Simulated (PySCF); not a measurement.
## Induced dipoles and field energies

Species: W(CH)F3, CHF3W (singlet state).
Cartesian coordinates in Å at the PBE0-D3(BJ)/def2-SVP level; atoms count from 1:
```
atom  x, y, z in Å
W1    -0.0033    0.0112   -0.5378
C2     0.0047   -0.0232    1.1935
H3     0.0132   -0.0433    2.2854
F4     1.8073    0.0249   -0.9922
F5    -0.9201    1.5871   -0.9419
F6    -0.9018   -1.5568   -1.0070
```

Level: wB97X-D/def2-SVPD (PySCF); nuclei fixed, core orbitals frozen in the response. Permanent dipole (0.003, 0.003, 0.349) D (1 au = 2.5417 D). Static polarisability (au):

```
x   42.75 -0.02  0.06
y   -0.02 42.80 -0.28
z    0.06 -0.28 58.23
```

Only the terms in μ and α are kept: μ(F) = μ + αF and ΔE = −μ·F − ½ F·αF.

(1) A field of 0.008 au (0.411 V/Å) is applied along each axis in both senses. Find the induced dipole, the size of the total dipole and the two energy terms.

(2) For the field (-0.0016, 0.0072, -0.0016) au, what is the induced dipole, and what angle does it make with the field?

(3) Which field along μ doubles the dipole in that direction (linear response)?

(4) What field makes μF equal to kT at 298 K?

(5) A unit point charge sits 10 Å away. Estimate the induction energy −αe²/2R⁴ with the mean polarisability, treating the molecule as a point.

Results:

(1) 
| field along | induced x (D) | induced y (D) | induced z (D) | total size (D) | −μ·F (kJ/mol) | −½F·αF (kJ/mol) |
| --- | --- | --- | --- | --- | --- | --- |
| +x | 0.869 | 0.000 | 0.001 | 0.940 | -0.025 | -3.592 |
| −x | -0.869 | 0.000 | -0.001 | 0.933 | +0.025 | -3.592 |
| +y | 0.000 | 0.870 | -0.006 | 0.938 | -0.025 | -3.596 |
| −y | 0.000 | -0.870 | 0.006 | 0.937 | +0.025 | -3.596 |
| +z | 0.001 | -0.006 | 1.184 | 1.533 | -2.884 | -4.892 |
| −z | -0.001 | 0.006 | -1.184 | 0.835 | +2.884 | -4.892 |

(2) αF = (-0.174, 0.784, -0.242) D, at 4.5° to the field. The polarisability along this direction, F·αF/F², is 43.62 au, against a mean of 47.93 au.

(3) The polarisability along the dipole is 58.22 au, so F = 0.1373 au / 58.22 au = 0.0024 au = 0.12 V/Å; higher-order terms are ignored.

(4) kT = 0.9437 × 10⁻³ Eh, so F = 0.00687 au = 35.3 MV/cm.

(5) R = 18.90 bohr, so the energy is −47.9/(2 × 18.90⁴) Eh = -0.493 kJ/mol. The charge–dipole term at its most favourable orientation, −μe/R², is -1.01 kJ/mol.

Isolated species at its PBE0-D3(BJ)/def2-SVP geometry, gas phase. Atoms past krypton carry effective core potentials; spin–orbit coupling is left out.

Note: wB97X-D ran without an empirical dispersion term, which enters the total energy and its gradient alone.
